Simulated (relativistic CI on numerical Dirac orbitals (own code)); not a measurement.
**Tc3+: resonant inelastic scattering at the L2,3 edge**

Computed with this model: Dirac-Coulomb-Breit CI, separate exchange-only KLI orbitals for each configuration, model QED, valence Slater integrals scaled by 0.9, Kramers-Heisenberg scattering through one core-hole configuration in a parametric crystal field; configurations [Kr] 4d4 → [He] 2s2 2p5 3s2 3p6 3d10 4s2 4p6 4d5; 300 K; core-hole width 0.96 eV; summed over polarisations. Incident energies are the highest absorption maxima for each field (at most a few, so the weaker spin-orbit partner edge can be absent), on the computed scale of the free ion. Intensities are in per cent of the strongest line above 0.02 eV; levels within 1 cm⁻¹ are merged; final levels count from the ground level, the first row holds all elastic scattering, lines under 0.4 are left out and each table stops after 24 rows. The scale of the Slater integrals is a model choice and moves the terms in proportion.

Field parameters in Wybourne normalisation: Oh B⁴₀ = 21Dq, B⁴₄ = √(5/14) B⁴₀. The field is a parameter set, without covalency.

S is read from ⟨S²⟩ = S(S + 1).

Oh, 10Dq = 6000 cm⁻¹:

```tsv
Final level (eV)	Degeneracy	Irrep	S	2679.7 eV	2682.2 eV	2798.9 eV
0.000	1	A1	1.98	362.8	1903.9	247.7
0.017	3	T1	1.99	60.6	87.4	26.6
0.033	2	E	1.99	49.0	73.9	25.1
0.043	3	T2	2.00	35.1	78.5	23.5
0.053	1	A2	2.00	7.4	17.7	6.2
0.736	3	T2	1.99	92.1	63.9	5.4
0.742	3	T1	1.99	100.0	66.0	11.4
0.749	1	A1	1.99	43.7	24.8	10.7
0.823	3	T1	1.99	33.3	17.4	9.7
0.826	2	E	1.99	31.6	14.6	7.4
0.873	3	T2	1.99	8.7	7.8	6.7
1.419	1	A1	1.01	1.7	44.6	14.1
1.490	3	T1	1.01	2.4	49.7	35.1
1.526	3	T2	0.99	0.7	16.8	20.3
1.539	2	E	1.00	0.5	14.0	9.4
2.016	3	T2	0.97	0.2	12.3	28.5
2.024	3	T1	0.99	0.1	7.2	13.0
2.038	1	A1	1.01	0.7	13.0	2.5
2.096	3	T1	1.01	2.5	42.9	13.1
2.132	2	E	0.96	0.3	11.4	10.9
2.188	3	T2	0.94	0.9	16.9	22.3
2.204	3	T1	1.01	0.6	10.6	15.1
2.257	2	E	0.99	1.3	17.6	16.5
2.267	3	T2	1.00	1.4	12.0	15.1
```

Oh, 10Dq = 13500 cm⁻¹:

| Final level (eV) | Degeneracy | Irrep | S | 2682.2 eV | 2796.4 eV | 2798.4 eV |
| --- | --- | --- | --- | --- | --- | --- |
| 0.000 | 1 | A1 | 1.93 | 1985.9 | 146.4 | 190.3 |
| 0.022 | 3 | T1 | 1.96 | 55.9 | 29.1 | 13.4 |
| 0.041 | 2 | E | 1.98 | 63.4 | 35.8 | 19.6 |
| 0.052 | 3 | T2 | 1.99 | 49.4 | 27.4 | 26.4 |
| 0.064 | 1 | A2 | 2.00 | 10.5 | 10.2 | 10.3 |
| 0.617 | 1 | A1 | 1.10 | 88.0 | 4.5 | 22.0 |
| 0.674 | 3 | T1 | 1.06 | 97.4 | 10.5 | 72.3 |
| 0.736 | 3 | T2 | 1.01 | 57.1 | 6.4 | 61.0 |
| 0.750 | 2 | E | 1.03 | 31.7 | 3.1 | 30.2 |
| 1.644 | 1 | A1 | 1.92 | 27.3 | 33.1 | 7.0 |
| 1.655 | 3 | T1 | 1.95 | 32.7 | 42.2 | 7.5 |
| 1.655 | 3 | T2 | 1.77 | 28.0 | 12.8 | 8.5 |
| 1.701 | 3 | T2 | 1.03 | 9.6 | 21.0 | 15.3 |
| 1.716 | 2 | E | 1.78 | 31.8 | 53.1 | 12.7 |
| 1.732 | 3 | T1 | 1.94 | 25.4 | 100.0 | 12.1 |
| 1.803 | 3 | T2 | 1.78 | 10.6 | 79.4 | 5.4 |
| 1.859 | 2 | E | 0.64 | 5.6 | 8.5 | 6.5 |
| 2.064 | 3 | T1 | 1.00 | 15.8 | 0.9 | 12.6 |
| 2.088 | 3 | T2 | 0.98 | 19.8 | 0.8 | 17.1 |
| 2.104 | 1 | A1 | 1.10 | 17.8 | 2.2 | 5.4 |
| 2.151 | 3 | T1 | 1.07 | 67.9 | 4.9 | 19.8 |
| 2.253 | 2 | E | 1.00 | 30.9 | 1.8 | 22.4 |
| 2.270 | 3 | T2 | 1.00 | 31.6 | 1.9 | 26.3 |
| 2.278 | 3 | T1 | 1.08 | 12.6 | 6.0 | 23.5 |

For the first field the strongest loss at the lowest incident energy is the level at 0.74 eV (S = 1.99, against 1.99 in the thermal ground state). Levels of other spin, the first over 8 % at 1.42 eV, appear because spin-orbit coupling of the core hole, and in heavier ions of the valence shell too, mixes spins.
